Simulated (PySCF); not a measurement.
**Radial density of Ta⁶⁴⁺ (tantalum, charge +64)**

r2SCANh, [He] 2s2 2p5, 2P determinant. Calculation: PySCF 2.14, in an even-tempered Gaussian basis (18 s from 42 bohr⁻², ratio 2.2; 13 p from 54 bohr⁻², ratio 2.2; 6 d from 210 bohr⁻², ratio 2.4; 5 f from 320 bohr⁻², ratio 2.4; 4 g from 480 bohr⁻², ratio 2.4); scalar relativity by spin-free X2C-1e.

| r (bohr) | 4πr²ρ (e/bohr) | 4πr²(ρα − ρβ) |
| --- | --- | --- |
| 0.0156 | 91.69 | 2.1623 |
| 0.0262 | 71.84 | 6.7455 |
| 0.0440 | 88.36 | 13.0706 |
| 0.0741 | 82.95 | 11.1497 |
| 0.125 | 18.81 | 2.3707 |
| 0.210 | 0.3765 | 0.0480 |
| 0.352 | 0.0001648 | 0.0000 |

Densities and radii are taken from the X2C orbitals without a picture-change correction, which distorts them close to the nucleus.

Spin-orbit coupling, absent here, splits the open shell strongly.
